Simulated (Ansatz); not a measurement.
Input file for Ansatz (an electronic-structure program): R-BLYP/def2-TZVPP on H2 (SMILES [H][H]).

Ansatz 0.2 input:
```yaml
crystal:
  periodic: [false, false, false]
  atoms:
    - {symbol: H, position_ang: [0.00000000, 0.00000000, 0.37198582]}
    - {symbol: H, position_ang: [-0.00000000, -0.00000000, -0.37198582]}
basis:
  gaussian:
    orbitals: def2-TZVPP
hamiltonian:
  xc: {name: BLYP}
scf: {lower_state_search: off}
```

### Question
What total energy does the run end on?

### Answer
-1.1696 hartree.
